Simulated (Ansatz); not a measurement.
Relaxation of C5H8S2 (15 atoms, charge 0, multiplicity 1), to a largest force component of 0.015 eV/Å in at most 40 steps.

Computed with RKS PBE/6-31G in Ansatz 0.2.0.

```xyz
15
Properties=species:S:1:pos:R:3
C -3.902 1.206 1.432
C -2.757 1.173 1.420
S -1.099 1.073 1.420
C -0.709 0.987 -0.357
S 0.985 0.852 -0.777
C 1.290 -0.851 -0.267
C 1.098 -0.987 1.262
H -4.975 1.337 1.421
H -1.166 1.903 -0.779
H -1.313 0.124 -0.762
H 2.311 -1.148 -0.548
H 0.583 -1.549 -0.761
H 0.112 -0.710 1.498
H 1.306 -2.016 1.523
H 1.811 -0.350 1.785
```

**Question.** Where does it end, and by what steps?

**Answer.** The forces met the threshold. Limits of this set-up: no polarisation functions. After 14 steps the energy has fallen by 1.322 eV; H13 moved furthest, 0.58 Å. The start is strongly strained (largest force component 11 eV/Å).

```json
{"step": "0", "energy less start (eV)": "0.0000", "largest force component (eV/Å)": "10.702", "accepted": "yes"}
{"step": "1", "energy less start (eV)": "-1.0674", "largest force component (eV/Å)": "1.738", "accepted": "yes"}
{"step": "2", "energy less start (eV)": "-1.2752", "largest force component (eV/Å)": "1.285", "accepted": "yes"}
{"step": "3", "energy less start (eV)": "-1.2808", "largest force component (eV/Å)": "1.096", "accepted": "yes"}
{"step": "4", "energy less start (eV)": "-1.3152", "largest force component (eV/Å)": "0.212", "accepted": "yes"}
{"step": "5", "energy less start (eV)": "-1.3180", "largest force component (eV/Å)": "0.086", "accepted": "yes"}
{"step": "6", "energy less start (eV)": "-1.3188", "largest force component (eV/Å)": "0.068", "accepted": "yes"}
{"step": "7", "energy less start (eV)": "-1.3209", "largest force component (eV/Å)": "0.045", "accepted": "yes"}
{"step": "8", "energy less start (eV)": "-1.3216", "largest force component (eV/Å)": "0.035", "accepted": "yes"}
{"step": "9", "energy less start (eV)": "-1.3220", "largest force component (eV/Å)": "0.028", "accepted": "yes"}
{"step": "10", "energy less start (eV)": "-1.3223", "largest force component (eV/Å)": "0.036", "accepted": "yes"}
{"step": "11", "energy less start (eV)": "-1.3223", "largest force component (eV/Å)": "0.024", "accepted": "yes"}
{"step": "12", "energy less start (eV)": "-1.3224", "largest force component (eV/Å)": "0.017", "accepted": "yes"}
{"step": "13", "energy less start (eV)": "-1.3225", "largest force component (eV/Å)": "0.015", "accepted": "yes"}
{"step": "14", "energy less start (eV)": "-1.3225", "largest force component (eV/Å)": "0.001", "accepted": "yes"}
```

```xyz
15
Properties=species:S:1:pos:R:3
C -4.244 1.359 1.312
C -3.018 1.376 1.374
S -1.271 1.401 1.501
C -0.829 1.080 -0.367
S 1.000 0.919 -0.648
C 1.282 -0.920 -0.205
C 1.433 -1.190 1.291
H -5.315 1.350 1.259
H -1.175 1.954 -0.934
H -1.365 0.172 -0.677
H 2.201 -1.170 -0.761
H 0.448 -1.486 -0.654
H 0.515 -0.934 1.844
H 1.647 -2.262 1.457
H 2.264 -0.604 1.717
```

Run time: 2.7 min on 1 CPU thread of a shared host.
